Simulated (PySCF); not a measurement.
Electron correlation in Gd(50+) (gadolinium, charge +50)

[Ne] 3s2 3p2, high-spin 3P determinant. All numbers are calculated (PySCF 2.14, the non-relativistic Hamiltonian (point nucleus), in an even-tempered Gaussian basis (16 s from 11 bohr⁻², ratio 2.5; 10 p from 15 bohr⁻², ratio 2.5; 4 d from 58 bohr⁻², ratio 2.7; 4 f from 87 bohr⁻², ratio 2.7)). Frozen: 1s2; 12 electrons correlated; the 17 highest virtual orbitals of each spin left out.

```
  level  correlation energy (mhartree)
   CCSD                        -539.47
    (T)                          -1.37
CCSD(T)                        -540.84
```

Diagnostics: T1 = 0.00080, D1 = 0.0035, largest double amplitude 0.082.

A non-relativistic calculation at this Z misses sizeable relativistic shifts. Spin-orbit coupling is strong in this species (close to jj coupling), so the high-spin LS determinant is a model state, not a physical level.

Cost of the coupled-cluster step: of the order of 40 core-seconds, for 12 correlated electrons.

At this charge a non-relativistic calculation is a model, useful for the Z dependence of the correlation energy.

Spin-orbit coupling is strong in this species, so the high-spin LS determinant is a model state.
